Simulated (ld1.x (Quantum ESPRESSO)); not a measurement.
## gadolinium (Gd) ultrasoft: all-electron and pseudo phase curves

```json
{"Element": "Gd", "Generator": "ld1.x (Quantum ESPRESSO) 7.5", "Type": "ultrasoft", "Functional": "LDA (PZ)", "Relativity": "scalar-relativistic", "Frozen core": "[Kr] 4d10", "Valence charge": "18", "Reference configuration": "4f6 5s2 5p6 5d2 6s2 6p0", "Partial waves": "5s (bound): rcut 2.20, rcutus 2.55 bohr; 6s (bound): rcut 2.20, rcutus 2.55 bohr; 5p (bound): rcut 3.10, rcutus 3.25 bohr; 6p (bound, empty): rcut 3.10, rcutus 3.25 bohr; 5d (bound): rcut 2.75, rcutus 3.25 bohr; 5d channel at 0.6 Ry: rcut 2.75, rcutus 3.25 bohr; 4f (bound): rcut 1.30, rcutus 1.45 bohr; 4f channel at -0.2 Ry: rcut 1.30, rcutus 1.45 bohr", "Local potential": "all-electron potential smoothed inside 2.90 bohr (lloc = -1)", "Core correction": "none", "Augmentation charge": "PSQ, inside the norm-conserving radii"}
```

The phase is arctan(r·u′/u) with u = r·R(r), unwrapped; energies in Ry, scanned from -6 to 5 Ry. A pole is an energy at which the radial function vanishes at the test radius. The pseudo phase is shifted by a multiple of π to meet the all-electron one at the reference energy, and phase errors are pseudo minus all-electron; the curves can meet again beyond the range given. Levels narrower than the energy grid can be missing from the lists of poles. n/a: not evaluated, since a narrow level or a reset projector energy made the automatic matching unsafe.

```
channel  radius (bohr)  reference energy (Ry)  poles, all-electron      poles, pseudo  unbroken range about the reference energy with phases within 0.05 rad  phase error 1 Ry above the reference energy (rad)
      s           3.57                  -0.34                 0.79         0.72, 3.51                                                                    n/a                                                n/a
      p           3.57                  -0.11          -2.19, 1.69  -2.19, 0.89, 3.11                                                              below 0.3                                             -0.198
      d           3.57                  -0.27          -0.01, 3.38        -0.01, 2.68                                                              below 1.2                                             -0.000
      f           3.57                  -1.14          -1.12, 2.12        -1.12, 2.15                                                              below 3.2                                             +0.000
```

Phases in the s channel:

```json
{"E (Ry)": "-6.00", "all-electron": "1.449", "pseudo": "1.449"}
{"E (Ry)": "-5.48", "all-electron": "1.443", "pseudo": "1.443"}
{"E (Ry)": "-4.96", "all-electron": "1.435", "pseudo": "1.435"}
{"E (Ry)": "-4.44", "all-electron": "1.424", "pseudo": "1.424"}
{"E (Ry)": "-3.92", "all-electron": "-1.636", "pseudo": "-1.636"}
{"E (Ry)": "-3.40", "all-electron": "-1.738", "pseudo": "-1.738"}
{"E (Ry)": "-2.88", "all-electron": "-1.758", "pseudo": "-1.759"}
{"E (Ry)": "-2.36", "all-electron": "-1.786", "pseudo": "-1.787"}
{"E (Ry)": "-1.84", "all-electron": "-1.831", "pseudo": "-1.832"}
{"E (Ry)": "-1.32", "all-electron": "-1.919", "pseudo": "-1.920"}
{"E (Ry)": "-0.80", "all-electron": "-2.185", "pseudo": "-2.187"}
{"E (Ry)": "-0.28", "all-electron": "-3.766", "pseudo": "-3.766"}
{"E (Ry)": "0.24", "all-electron": "-4.542", "pseudo": "-4.548"}
{"E (Ry)": "0.76", "all-electron": "-4.707", "pseudo": "-4.722"}
{"E (Ry)": "1.28", "all-electron": "-4.796", "pseudo": "-4.840"}
{"E (Ry)": "1.80", "all-electron": "-4.886", "pseudo": "-5.092"}
{"E (Ry)": "2.32", "all-electron": "-5.043", "pseudo": "-7.269"}
{"E (Ry)": "2.84", "all-electron": "-5.668", "pseudo": "-7.735"}
{"E (Ry)": "3.36", "all-electron": "-7.289", "pseudo": "-7.835"}
{"E (Ry)": "3.88", "all-electron": "-7.632", "pseudo": "-7.893"}
{"E (Ry)": "4.40", "all-electron": "-7.739", "pseudo": "-7.943"}
{"E (Ry)": "4.92", "all-electron": "-7.795", "pseudo": "-8.003"}
```
